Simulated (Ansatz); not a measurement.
Ansatz (a first-principles code) input file for trans-1,3,3,3-tetrafluoropropene (C₃H₂F₄), SMILES FC(F)(/C=C/F)F, PBE-D3(BJ)/def2-SVP. 

Ansatz 0.2 input:
```yaml
crystal:
  periodic: [false, false, false]
  atoms:
    - {symbol: F, position_ang: [0.16228769, -2.84696274, -0.00000000]}
    - {symbol: C, position_ang: [-0.28475640, -1.59731008, 0.00000000]}
    - {symbol: C, position_ang: [0.53959212, -0.55309108, -0.00000000]}
    - {symbol: C, position_ang: [0.03258175, 0.85055146, -0.00000000]}
    - {symbol: F, position_ang: [0.46535940, 1.52574036, -1.07975193]}
    - {symbol: F, position_ang: [0.46535940, 1.52574036, 1.07975193]}
    - {symbol: F, position_ang: [-1.31214323, 0.90771367, 0.00000000]}
    - {symbol: H, position_ang: [-1.37593375, -1.52773706, 0.00000000]}
    - {symbol: H, position_ang: [1.62365962, -0.68324958, -0.00000000]}
basis:
  gaussian:
    orbitals: def2-SVP
hamiltonian:
  xc: pbe
  dispersion: d3bj
relax: {f_tol: 0.002, max_steps: 200}
```

Program output:

```
WARN ansatz: RAYON_NUM_THREADS=1 ignored (pool sized by the plan → 1); use --threads N
Functional definition: PBE
integrals: 0.05 GiB planned
1182 factors; their error is unknown
mean field: 0.29 GiB planned
mean field evaluation 1: about -13980.5259 eV, gradient 5.1e1 eV
mean field evaluation 2: about -13975.3154 eV, gradient 6.9e1 eV
mean field evaluation 4: about -13985.7873 eV, gradient 5.4e0 eV
mean field evaluation 8: about -13985.8514 eV, gradient 1.4e-1 eV
mean field evaluation 16: about -13985.7687 eV, gradient 1.8e-3 eV
mean field -13985.76870600 eV, -513.9675200511 hartree, gradient 4.1e-5 eV, S^2 0.000000; 0 other end points of the search recorded, 0 dependent functions left out
the calculation of the forces begins
reference -13985.76872740 eV, -513.9675208374 hartree; 28, 28 occupied and 80, 80 virtual orbitals, 1182 factors
relax step   1: F+E_penalty+E_count = -13985.92041903 eV  Δ(F+E_penalty+E_count) = +0.000e0 eV  max|allowed force component| = 5.061e-1 eV/Å  Δτ_max = 0.0000 Å  (32 SCF iters, accepted)
these checks for a lower state are left out or cut short: starts, cluster_reference, orbital_swaps, neighbouring_geometries, increment
integrals: 0.05 GiB planned
1182 factors; their error is unknown
mean field: 0.29 GiB planned
mean field -13985.78217992 eV, -513.9680152084 hartree, gradient 2.4e-5 eV, S^2 0.000000; 0 other end points of the search recorded, 0 dependent functions left out
the calculation of the forces begins
reference -13985.78220135 eV, -513.9680159959 hartree; 28, 28 occupied and 80, 80 virtual orbitals, 1182 factors
relax step   2: F+E_penalty+E_count = -13985.93350249 eV  Δ(F+E_penalty+E_count) = -1.308e-2 eV  max|allowed force component| = 2.050e-1 eV/Å  Δτ_max = 0.0100 Å  (33 SCF iters, accepted)
these checks for a lower state are left out or cut short: starts, cluster_reference, orbital_swaps, neighbouring_geometries, increment
integrals: 0.05 GiB planned
1182 factors; their error is unknown
mean field: 0.29 GiB planned
mean field evaluation 32: about -13985.7840 eV, gradient 2.7e-1 eV
mean field -13985.78417540 eV, -513.9680885408 hartree, gradient 2.5e-5 eV, S^2 0.000000; 0 other end points of the search recorded, 0 dependent functions left out
the calculation of the forces begins
reference -13985.78419683 eV, -513.9680893286 hartree; 28, 28 occupied and 80, 80 virtual orbitals, 1182 factors
relax step   3: F+E_penalty+E_count = -13985.93535004 eV  Δ(F+E_penalty+E_count) = -1.848e-3 eV  max|allowed force component| = 4.147e-2 eV/Å  Δτ_max = 0.0044 Å  (33 SCF iters, accepted)
these checks for a lower state are left out or cut short: starts, cluster_reference, orbital_swaps, neighbouring_geometries, increment
integrals: 0.05 GiB planned
1182 factors; their error is unknown
mean field: 0.29 GiB planned
mean field -13985.78418351 eV, -513.9680888389 hartree, gradient 6.5e-5 eV, S^2 0.000000; 0 other end points of the search recorded, 0 dependent functions left out
the calculation of the forces begins
reference -13985.78420494 eV, -513.9680896266 hartree; 28, 28 occupied and 80, 80 virtual orbitals, 1182 factors
relax step   4: F+E_penalty+E_count = -13985.93536891 eV  Δ(F+E_penalty+E_count) = -1.887e-5 eV  max|allowed force component| = 1.206e-2 eV/Å  Δτ_max = 0.0007 Å  (22 SCF iters, accepted)
these checks for a lower state are left out or cut short: starts, cluster_reference, orbital_swaps, neighbouring_geometries, increment
integrals: 0.05 GiB planned
1182 factors; their error is unknown
mean field: 0.29 GiB planned
mean field -13985.78417020 eV, -513.9680883500 hartree, gradient 1.7e-5 eV, S^2 0.000000; 0 other end points of the search recorded, 0 dependent functions left out
the calculation of the forces begins
reference -13985.78419164 eV, -513.9680891377 hartree; 28, 28 occupied and 80, 80 virtual orbitals, 1182 factors
relax step   5: F+E_penalty+E_count = -13985.93537000 eV  Δ(F+E_penalty+E_count) = -1.092e-6 eV  max|allowed force component| = 5.990e-3 eV/Å  Δτ_max = 0.0013 Å  (23 SCF iters, accepted)
these checks for a lower state are left out or cut short: starts, cluster_reference, orbital_swaps, neighbouring_geometries, increment
integrals: 0.05 GiB planned
1182 factors; their error is unknown
mean field: 0.29 GiB planned
mean field -13985.78417530 eV, -513.9680885374 hartree, gradient 4.7e-5 eV, S^2 0.000000; 0 other end points of the search recorded, 0 dependent functions left out
the calculation of the forces begins
reference -13985.78419674 eV, -513.9680893252 hartree; 28, 28 occupied and 80, 80 virtual orbitals, 1182 factors
relax step   6: F+E_penalty+E_count = -13985.93537143 eV  Δ(F+E_penalty+E_count) = -1.426e-6 eV  max|allowed force component| = 4.879e-4 eV/Å  Δτ_max = 0.0006 Å  (21 SCF iters, accepted)
integrals: 0.05 GiB planned
1182 factors; their error is unknown
mean field: 0.29 GiB planned
mean field evaluation 64: about -13985.8675 eV, gradient 1.4e-1 eV
mean field -13985.78417530 eV, -513.9680885374 hartree, gradient 4.7e-5 eV, S^2 0.000000; 1 other end points of the search recorded, 0 dependent functions left out
the calculation of the forces begins
reference -13985.78419674 eV, -513.9680893252 hartree; 28, 28 occupied and 80, 80 virtual orbitals, 1182 factors
Total energy: -13985.93539286 eV, -513.9736456802 hartree
Atom 0 at     0.160606    -2.860476     0.000000 Å, force     0.000032     0.000222    -0.000000 eV/Å
Atom 1 at    -0.285561    -1.604569     0.000000 Å, force    -0.000072     0.000240    -0.000000 eV/Å
Atom 2 at     0.543392    -0.551254    -0.000000 Å, force    -0.000094     0.000195     0.000000 eV/Å
Atom 3 at     0.032673     0.853211    -0.000000 Å, force     0.000261    -0.000488    -0.000000 eV/Å
Atom 4 at     0.468882     1.534187    -1.088278 Å, force    -0.000005     0.000236    -0.000384 eV/Å
Atom 5 at     0.468882     1.534187     1.088278 Å, force    -0.000005     0.000236     0.000384 eV/Å
Atom 6 at    -1.322454     0.909624     0.000000 Å, force     0.000262    -0.000353     0.000000 eV/Å
Atom 7 at    -1.385686    -1.531122    -0.000000 Å, force    -0.000008    -0.000170     0.000000 eV/Å
Atom 8 at     1.635274    -0.682392    -0.000000 Å, force    -0.000371    -0.000118     0.000000 eV/Å
Dipole moment:    -0.012465    -0.242497    -0.000000 e Å
```

The calculation finished and met its thresholds.
